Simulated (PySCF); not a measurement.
Species: C2H8OSi2.
Numbering: `[CH2:1]1[CH2:2][SiH2:3][O:4][SiH2:5]1` (hydrogens: H6, H7 on C1; H8, H9 on C2; H10, H11 on Si3; H12, H13 on Si5)

All values: B3LYP/def2-SVPD (PySCF, non-relativistic), on one gas-phase PBE0-D3(BJ)/def2-SVP geometry that isn't relaxed in the solvent. The solvent is an IEF-PCM continuum (Bondi radii, 1.10 Å for H, scaled by 1.2). Only the electrostatic response of the medium enters.

Gas phase at B3LYP/def2-SVPD: HOMO -8.01 eV, LUMO -0.06 eV, dipole 1.85 D.

**Question.** What does the continuum do to the energy, the frontier levels and the dipole at B3LYP/def2-SVPD in cyclohexane and benzene?

**Answer.** 
```json
{"solvent": "cyclohexane", "ε": "2.017", "E(solvent) − E(gas) (kcal/mol)": "-0.79", "polarisation term (kcal/mol)": "-0.84", "distortion of the solute (kcal/mol)": "0.05", "HOMO (eV)": "-7.94", "LUMO (eV)": "-0.02", "dipole (D)": "2.10"}
{"solvent": "benzene", "ε": "2.271", "E(solvent) − E(gas) (kcal/mol)": "-0.90", "polarisation term (kcal/mol)": "-0.98", "distortion of the solute (kcal/mol)": "0.08", "HOMO (eV)": "-7.94", "LUMO (eV)": "-0.01", "dipole (D)": "2.14"}
```

The first energy column is the sum of the next two and covers electrostatics alone. From cyclohexane to benzene the lowering changes by a factor 1.15, Onsager's factor (ε − 1)/(2ε + 1) by 1.14 and ε itself by 1.1.

**Question.** Which radius a makes the point-dipole formula ΔE = −[(ε − 1)/(2ε + 1)]·μ²/a³ give the value in benzene, with the gas-phase dipole?

**Answer.** μ = 0.729 au and |ΔE| = 0.00144 Eh give a = 2.32 Å; the farthest nucleus lies 2.87 Å from the centroid of the nuclei, so such a sphere wouldn't even hold the nuclei. The formula assumes a rigid point dipole at the centre of a sphere.

**Question.** How does the static polarisability (B3LYP/def2-SVPD, frozen core, with the continuum's full static response) change?

**Answer.** 
| medium | isotropic (au) | principal values (au) | ⟨r²⟩ of the electrons (bohr²) |
| --- | --- | --- | --- |
| gas | 76.0 | 68.8, 74.3, 84.9 | 652.5 |
| cyclohexane | 85.2 | 77.6, 83.5, 94.6 | 652.5 |
| benzene | 86.7 | 79.0, 84.9, 96.0 | 652.5 |

The isotropic value in benzene is 1.14 times the gas-phase one; no cavity-field correction is applied. ⟨r²⟩ is taken about the centre of nuclear charge.

Rough CPU time on one thread of a shared machine: about 28 s. This is the whole response run at B3LYP/def2-SVPD in benzene, SCF included.
